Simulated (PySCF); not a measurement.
Job file and geometry (Å, from GFN2-xTB) of an NMR shielding run on SMILES [Si@@H]1(C)S[SiH2][Si@H]1O[SiH3], CH10OSSi4, PySCF 2.14.0, density-fitted response routines, GIAO PBE0/pcSseg-1 NMR shielding, non-relativistic, gas phase; density fitting, a coarse starting grid and PySCF grid level 2 are the driver's defaults:

```
$ OMP_NUM_THREADS=1 python probes_run.py task.json out

{"job": {"kind": "nmr", "xc": "PBE0", "basis": "pcSseg-1"}, "charge": 0, "multiplicity": 1}
C     -2.325754     1.643706     1.325480
Si    -1.258791     0.831276    -0.019433
S     -2.326996    -0.927052    -0.815238
Si    -0.641363    -2.265213    -0.461157
Si     0.499354    -0.560660     0.651924
O      1.965660    -0.198557     0.050965
Si     3.142825     0.216925    -0.982917
H     -3.321049     1.863281     0.951097
H     -1.883573     2.574801     1.666828
H     -2.439538     0.991305     2.187048
H     -1.156173     1.769044    -1.146911
H     -0.218207    -2.770214    -1.768445
H     -1.174853    -3.407860     0.277825
H      0.801419    -0.711644     2.083380
H      2.644652    -0.005368    -2.338133
H      4.262012    -0.658517    -0.648839
H      3.423378     1.626777    -0.724460
```

Q: Write the output of this run.

A: 
```
coarse grid: 16496 points
cycle   1  E = -1674.6090143299  dE =  5.407e-01  |g| = 8.431e-01  |ddm| = 3.895e+00
cycle   2  E = -1674.3609424722  dE =  2.481e-01  |g| = 1.394e+00  |ddm| = 2.177e+00
cycle   3  E = -1674.7451162846  dE = -3.842e-01  |g| = 1.287e-01  |ddm| = 1.585e+00
cycle   4  E = -1674.7480405720  dE = -2.924e-03  |g| = 5.986e-02  |ddm| = 2.159e-01
cycle   5  E = -1674.7489860596  dE = -9.455e-04  |g| = 8.768e-03  |ddm| = 8.180e-02
cycle   6  E = -1674.7490038003  dE = -1.774e-05  |g| = 2.821e-03  |ddm| = 1.543e-02
cycle   7  E = -1674.7490060372  dE = -2.237e-06  |g| = 6.821e-04  |ddm| = 4.610e-03
final grid: 135592 points
cycle   8  E = -1674.7990086109  dE = -1.322e-05  |g| = 9.612e-03  |ddm| = 2.345e-02
cycle   9  E = -1674.7989877058  dE =  2.091e-05  |g| = 1.373e-02  |ddm| = 2.300e-02
cycle  10  E = -1674.7990278691  dE = -4.016e-05  |g| = 1.131e-03  |ddm| = 1.428e-02
cycle  11  E = -1674.7990280978  dE = -2.288e-07  |g| = 2.558e-04  |ddm| = 1.255e-03
cycle  12  E = -1674.7990281148  dE = -1.695e-08  |g| = 4.418e-05  |ddm| = 4.059e-04
cycle  13  E = -1674.7990281153  dE = -4.975e-10  |g| = 1.862e-05  |ddm| = 9.406e-05
converged SCF energy = -1674.7990281153

GIAO shielding tensors (ppm)
atom      isotropic    diamagn.    paramagn.     s11        s22        s33       span
  0 C      183.548     253.770     -70.222    172.345    182.726    195.573     23.228
  1 Si     334.744     881.653    -546.909    258.774    336.849    408.608    149.834
  2 S      752.797    1060.643    -307.846    686.984    737.599    833.809    146.825
  3 Si     385.517     880.631    -495.115    338.796    351.033    466.721    127.924
  4 Si     341.212     879.513    -538.301    285.879    358.517    379.241     93.362
  5 O      319.457     399.033     -79.576    195.358    366.586    396.427    201.070
  6 Si     390.100     880.219    -490.119    353.034    359.111    458.154    105.120
  7 H       30.959      28.799       2.160     26.371     28.806     37.701     11.330
  8 H       31.538      30.398       1.140     26.978     28.239     39.396     12.418
  9 H       31.198      31.262      -0.064     27.198     29.632     36.764      9.566
 10 H       25.799      31.429      -5.629     22.378     24.627     30.393      8.015
 11 H       26.340      29.788      -3.448     23.017     24.132     31.871      8.854
 12 H       26.491      29.303      -2.812     22.538     24.531     32.404      9.865
 13 H       25.392      29.542      -4.150     22.059     24.913     29.204      7.145
 14 H       26.613      30.205      -3.592     22.932     25.800     31.108      8.176
 15 H       26.695      28.244      -1.549     23.121     24.982     31.981      8.861
 16 H       26.703      29.489      -2.786     23.205     25.226     31.678      8.473
```

Q: Turn these shieldings into chemical shifts. Shifts are taken against calculated references (same method and geometry level): TMS for 13C (σ = 186.93 ppm), 29Si (σ = 349.16 ppm), 1H (σ = 31.72 ppm); CS2 for 33S (σ = 503.73 ppm); 17O (σ = 336.08 ppm) vs H2O.

A: Averaging equivalent atoms: C 0: 3.4; Si 1: 14.4; Si 4: 7.9; Si 3: -36.4; Si 6: -40.9; S 2: -249; O 5: 16.6; H 13: 6.32; H 10: 5.92; H 11: 5.38; H 12: 5.23; H 14/15/16: 5.05; H 7/8/9: 0.49 ppm. Experimental scales use liquid or dissolved standards, which lie at an offset from isolated H2O (liquid H2O: subtract about 36 ppm).

Size and cost of the density-fitted run: 204 basis functions, 38 s wall time on 1 thread of an Arm Neoverse V2, shared host; peak memory 0.92 GiB.
